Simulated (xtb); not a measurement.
BI3, charge +1, doublet, geometry from GFN2-xTB (a state made from the parent by changing its charge; the spin is typed, not shown lowest); GFN2-xTB (xtb).

Input for xtb:
```
$ xtb mol.xyz --gfn 2 --chrg 1 --uhf 1 --acc 0.1 --json

# file mol.xyz
4

B     -0.00000000    -0.00000000     0.00000000
I      1.99488066    -0.34903250    -0.59774679
I     -0.74075778    -0.87953152     1.77098164
I     -1.25412288     1.22856402    -1.17323485
```

### Question
Write the output that xtb gives for this input, abridged.

### Answer

```
   ID    Z sym.   atoms
    1    5 B      1
    2   53 I      2-4

           -------------------------------------------------
          |                Calculation Setup                |
           -------------------------------------------------

           -------------------------------------------------
          |                 G F N 2 - x T B                 |
           -------------------------------------------------

          ...................................................
          :                      SETUP                      :
          :.................................................:
          :  # basis functions                  34          :
          :  # atomic orbitals                  31          :
          :  # shells                           11          :
          :  # electrons                        23          :
          :  max. iterations                   250          :
          :  Hamiltonian                  GFN2-xTB          :
          :  restarted?                      false          :
          :  GBSA solvation                  false          :
          :  PC potential                    false          :
          :  electronic temp.          300.0000000     K    :
          :  accuracy                    0.1000000          :
          :  -> integral cutoff          0.3500000E+02      :
          :  -> integral neglect         0.1000000E-08      :
          :  -> SCF convergence          0.1000000E-06 Eh   :
          :  -> wf. convergence          0.1000000E-04 e    :
          :  Broyden damping             0.4000000          :
          :  net charge                          1          :
          :  unpaired electrons                  1          :
          ...................................................

 iter      E             dE          RMSdq      gap      omega  full diag
   1    -11.7083772 -0.117084E+02  0.111E+01    5.62       0.0  T
   2    -11.1157676  0.592610E+00  0.222E+01    1.31       1.0  T
   3    -12.1730296 -0.105726E+01  0.792E+00    2.56       1.0  T
   4    -12.2328031 -0.597735E-01  0.294E+00    3.30       1.0  T
   5    -12.2209249  0.118782E-01  0.304E+00    3.13       1.0  T
   6    -12.2312173 -0.102924E-01  0.791E-01    3.48       1.0  T
   7    -12.2206430  0.105743E-01  0.210E+00    3.15       1.0  T
   8    -12.2305908 -0.994785E-02  0.105E+00    3.50       1.0  T
   9    -12.2306419 -0.510594E-04  0.959E-01    3.50       1.0  T
  10    -12.2328792 -0.223736E-02  0.409E-01    3.44       1.0  T
  11    -12.2330580 -0.178820E-03  0.341E-01    3.43       1.0  T
  12    -12.2333840 -0.325933E-03  0.515E-02    3.39       1.0  T
  13    -12.2333870 -0.298044E-05  0.308E-02    3.39       1.6  T
  14    -12.2333881 -0.112922E-05  0.808E-04    3.38      61.9  T
  15    -12.2333881  0.172928E-10  0.218E-04    3.39     229.5  T
  16    -12.2333881 -0.657199E-10  0.442E-05    3.39    1130.0  T
  17    -12.2333881 -0.329869E-11  0.251E-05    3.39    1990.6  T

   *** convergence criteria satisfied after 17 iterations ***

         :::::::::::::::::::::::::::::::::::::::::::::::::::::
         ::                     SUMMARY                     ::
         :::::::::::::::::::::::::::::::::::::::::::::::::::::
         :: total energy             -12.205778612489 Eh    ::
         :: gradient norm              0.000068709449 Eh/a0 ::
         :: HOMO-LUMO gap              3.385028358018 eV    ::
         ::.................................................::
         :: SCC energy               -12.233387461108 Eh    ::
         :: -> isotropic ES            0.133900705337 Eh    ::
         :: -> anisotropic ES          0.007980903320 Eh    ::
         :: -> anisotropic XC         -0.003307323421 Eh    ::
         :: -> dispersion             -0.004782065174 Eh    ::
         :: repulsion energy           0.027608848619 Eh    ::
         :: add. restraining           0.000000000000 Eh    ::
[...]
         1        2.0000           -0.9878123             -26.8797
         2        2.0000           -0.9878123             -26.8797
         3        2.0000           -0.9763242             -26.5671
         4        2.0000           -0.7684600             -20.9109
         5        2.0000           -0.7239117             -19.6986
         6        2.0000           -0.7239117             -19.6986
         7        2.0000           -0.6961471             -18.9431
         8        1.9912           -0.6584605             -17.9176
         9        1.9912           -0.6584605             -17.9176
        10        1.9817           -0.6577546             -17.8984
        11        1.9817           -0.6577546             -17.8984
        12        1.0542           -0.6512557             -17.7216 (HOMO)
        13                         -0.5268582             -14.3365 (LUMO)
        14                         -0.4038883             -10.9904
        15                         -0.3789351             -10.3113
        16                         -0.3789351             -10.3113
        17                         -0.2681380              -7.2964
        18                         -0.2681380              -7.2964
        19                         -0.2610275              -7.1029
        20                         -0.2519009              -6.8546
        21                         -0.2519009              -6.8546
        22                         -0.2411318              -6.5615
        23                         -0.2349954              -6.3945
       ...                                ...                  ...
        31                          0.6965330              18.9536
      -------------------------------------------------------------
                  HL-Gap            0.1243975 Eh            3.3850 eV
             Fermi-level           -0.6215144 Eh          -16.9123 eV

     #   Z          covCN         q      C6AA      α(0)
     1   5 B        2.664     0.343    16.614     6.860
     2  53 I        1.554     0.219   356.340    32.586
     3  53 I        1.554     0.219   356.340    32.586
     4  53 I        1.554     0.219   356.340    32.586

 Mol. C6AA /au·bohr⁶  :       3685.041218
 Mol. C8AA /au·bohr⁸  :     323140.176405
 Mol. α(0) /au        :        104.618774

Wiberg/Mayer (AO) data.
largest (>0.10) Wiberg bond orders for each atom

 ---------------------------------------------------------------------------
     #   Z sym  total        # sym  WBO       # sym  WBO       # sym  WBO
 ---------------------------------------------------------------------------
     1   5 B    3.504 --     3 I    1.168     4 I    1.168     2 I    1.168
     2  53 I    1.640 --     1 B    1.168     3 I    0.236     4 I    0.236
     3  53 I    1.640 --     1 B    1.168     4 I    0.236     2 I    0.236
     4  53 I    1.640 --     1 B    1.168     3 I    0.236     2 I    0.236
 ---------------------------------------------------------------------------

Topologies differ in total number of bonds
Writing topology from bond orders to xtbtopo.mol

molecular dipole:
                 x           y           z       tot (Debye)
 q only:       -0.000      -0.000       0.000
   full:        0.000      -0.000       0.000       0.000
molecular quadrupole (traceless):
                xx          xy          yy          xz          yz          zz
 q only:        1.926      -1.859      -2.408      -1.211      -3.272       0.482
  q+dip:       -0.153       0.148       0.192       0.096       0.260      -0.038
   full:        0.204      -0.197      -0.256      -0.129      -0.347       0.051

           -------------------------------------------------
          | TOTAL ENERGY              -12.205778612489 Eh   |
          | GRADIENT NORM               0.000068709449 Eh/α |
          | HOMO-LUMO GAP               3.385028358018 eV   |
           -------------------------------------------------

normal termination of xtb
```
